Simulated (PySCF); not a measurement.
**Computed vibrations of [Ho(NH2)4]−**

[Ho(NH2)4]− (singlet in the valence; each metal's 4f electrons, 10 of them, lie in its core potential, out of spins and levels). PySCF 2.14.0, RKS PBE0, Ho lcecp-1-SVP with ECP56, N def2-SVP, H def2-SVP; non-relativistic Hamiltonian with scalar-relativistic core potentials where named; density fitting; no spin-orbit coupling. Central differences of gradients.

```xyz
13

Ho    0.0000    0.0000    0.0000
N     1.0962    1.3865    1.3865
H     1.4825    1.1550    2.3025
H     1.4825    2.3025    1.1550
N    -1.0962   -1.3865    1.3865
H    -1.4825   -1.1550    2.3025
H    -1.4825   -2.3025    1.1550
N     1.0962   -1.3865   -1.3865
H     1.4825   -2.3025   -1.1550
H     1.4825   -1.1550   -2.3025
N    -1.0962    1.3865   -1.3865
H    -1.4825    2.3025   -1.1550
H    -1.4825    1.1550   -2.3025
```

Run from Python with OMP_NUM_THREADS=2. Where DIIS fails, smearing, a level shift and second-order steps follow.
It took 90 s on 2 threads of Intel(R) Xeon(R) 6975P-C (Granite Rapids), with other jobs on the host.

Problem. What are the harmonic wavenumbers and infrared intensities?

Solution. Modes are labelled in D2d; negative numbers are unstable modes, those under 60 cm⁻¹ near the noise; a finer grid moves soft modes by up to 10 cm⁻¹.
```tsv
cm⁻¹	km/mol	symmetry
-95	–	a2
95	0.0	b1
96	9.0	e
96	9.0	e
98	0.1	b2
101	0.0	a1
134	9.1	e
134	9.1	e
229	0.0	b1
294	0.0	a2
315	95.4	e
315	95.4	e
353	279.6	b2
354	0.0	a1
360	74.8	e
360	74.8	e
383	0.0	b1
458	197.4	e
458	197.4	e
460	133.6	b2
487	0.0	a1
1512	26.2	b2
1512	10.1	e
1512	10.1	e
1517	0.0	a1
3518	8.2	b2
3518	9.4	e
3518	9.4	e
3520	0.0	a1
3604	0.0	a2
3604	0.0	b1
3604	8.6	e
3604	8.6	e
```

Problem. Is this a minimum?

Solution. No: 1 unstable; the lowest moves the atoms so:
```
Ho   0.00  0.00  0.00
N    0.00  0.00  0.00
H   -0.32  0.05  0.14
H    0.32 -0.14 -0.05
N    0.00  0.00  0.00
H   -0.32  0.05 -0.14
H    0.32 -0.14  0.05
N    0.00  0.00  0.00
H    0.32  0.14  0.05
H   -0.32 -0.05 -0.14
N    0.00  0.00  0.00
H    0.32  0.14 -0.05
H   -0.32 -0.05  0.14
```

An lcecp potential fixes the number of 4f electrons, so in runs with it no electron can move into or out of that shell.
